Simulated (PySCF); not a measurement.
3-silylprop-2-yn-1-amine (C3H7NSi), SMILES NCC#C[SiH3].

Geometry optimised at PBE0-D3(BJ)/def2-SVP. The values are those of a single conformer.

Two levels are set side by side: TDDFT-PBE/def2-SVPD (PySCF) and TDDFT-ωB97X/def2-SVPD (PySCF). Vertical, same geometry. The lowest singlet is HOMO→LUMO 93 % with PBE and HOMO−1→LUMO 61 %, HOMO−1→LUMO+1 12 % with the other functional; states are paired by order. Differences are taken from unrounded values.

```
quantity                               TDDFT-PBE
-------------------------------------  ---------
lowest singlet excitation (eV)              5.16
lowest triplet excitation (TDA) (eV)        4.58
first bright state (f over 0.05) (eV)       5.16
its oscillator strength                     0.08
```

### Question
These are the TDDFT-PBE values. What does TDDFT-ωB97X give? (An estimate is asked for; the answer gives what the named calculation found.)

### Answer

| quantity | TDDFT-ωB97X | TDDFT-PBE minus TDDFT-ωB97X |
|---|---|---|
| lowest singlet excitation (eV) | 5.86 | -0.70 |
| lowest triplet excitation (TDA) (eV) | 4.94 | -0.36 |
| first bright state (f over 0.05) (eV) | 6.98 | -1.82 |
| its oscillator strength | 0.09 | -0.01 |

A lower first singlet is the usual sign of a functional without exact exchange. Differences between two approximate levels are no errors against the true value.

Rough cost on one machine, each run with all the roots and properties that it gave: TDDFT-ωB97X against TDDFT-PBE about 7 times.
